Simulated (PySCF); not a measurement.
N-methylbuta-2,3-dien-1-amine (C5H9N), SMILES C=C=CCNC.

The structure is a stationary point at PBE0-D3(BJ)/def2-SVP. Other conformers were not sampled.

Two levels are set side by side: TDDFT-PBE/def2-SVPD (PySCF) and TDDFT-LC-ωPBE/def2-SVPD (PySCF). Vertical, same geometry. The lowest singlet is HOMO→LUMO 99 % with PBE and HOMO−1→LUMO+2 37 %, HOMO−1→LUMO 32 %, HOMO−1→LUMO+3 10 % with the other functional; states are paired by order. Differences are taken from unrounded values.

```
quantity                              TDDFT-LC-ωPBE
------------------------------------  -------------
lowest singlet excitation (eV)                 6.02
lowest triplet excitation (TDA) (eV)           4.41
```

**Question.** What does TDDFT-PBE give, and how far is it from TDDFT-LC-ωPBE? (The exact figures need the calculation; the answer reports its results.)

**Answer.** 
```csv
quantity,TDDFT-PBE,TDDFT-PBE minus TDDFT-LC-ωPBE
lowest singlet excitation (eV),4.37,-1.64
lowest triplet excitation (TDA) (eV),4.32,-0.09
```

Functionals without exact exchange tend to place singlet excitations lower, as here. Differences between two approximate levels are no errors against the true value.

Rough cost on one machine, each run with all the roots and properties that it gave: TDDFT-LC-ωPBE against TDDFT-PBE about 7 times.
